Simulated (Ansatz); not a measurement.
Basis sets compared for Sn(SiH3)H3 (SiSnH₆). Total charge 0; singlet. Geometry PBE-D4/def2-TZVP. Ansatz on 4 threads of Arm Neoverse V2 on a shared host; times are rough, and most runs start from earlier orbitals.

```xyz
8

Sn   -1.0747   -0.6390   -0.0404
Si    1.1371    0.6761    0.0427
H     1.9273    0.2818    1.2499
H     0.8623    2.1450    0.1071
H     1.9525    0.3930   -1.1788
H    -1.9847   -0.4002    1.4002
H    -0.7793   -2.3256   -0.2101
H    -2.0406   -0.1311   -1.3707
```

In the def2 sets Sn takes a core potential; there is no spin–orbit coupling.

Binding counts from free atoms (Sn triplet, Si triplet, H doublet) in the same basis, without a counterpoise term.

```tsv
level	functions	energy (Eh)	HOMO (eV)	LUMO (eV)	binding per atom (eV)	wall time
PBE-D4/def2-SVP	74	-507.0993	-6.94	-0.61	2.51	0.45 s
PBE-D4/def2-TZVP	123	-507.2130	-6.96	-0.97	2.53	0.65 s
r2SCAN-D4/def2-TZVP	123	-507.4281	-7.21	-0.57	2.57	1.4 s
PBE0-D4/def2-SVP	74	-507.1487	-8.01	0.27	2.52	0.65 s
PBE0-D4/def2-TZVP (with forces)	123	-507.2597	-8.00	-0.14	2.54	1.4 s
```

Problem. Estimate the rows for PBE-D4/def2-TZVPD, r2SCAN-D4/def2-TZVPD, PBE0-D4/def2-TZVPD.

Solution. 
```json
{"level": "PBE-D4/def2-TZVPD", "functions": "153", "energy (Eh)": "-507.2135", "HOMO (eV)": "-6.97", "LUMO (eV)": "-1.11", "binding per atom (eV)": "2.53", "wall time": "1 s"}
{"level": "r2SCAN-D4/def2-TZVPD", "functions": "153", "energy (Eh)": "-507.4286", "HOMO (eV)": "-7.21", "LUMO (eV)": "-0.66", "binding per atom (eV)": "2.58", "wall time": "1.9 s"}
{"level": "PBE0-D4/def2-TZVPD", "functions": "153", "energy (Eh)": "-507.2601", "HOMO (eV)": "-8.01", "LUMO (eV)": "-0.36", "binding per atom (eV)": "2.54", "wall time": "1.3 s"}
```
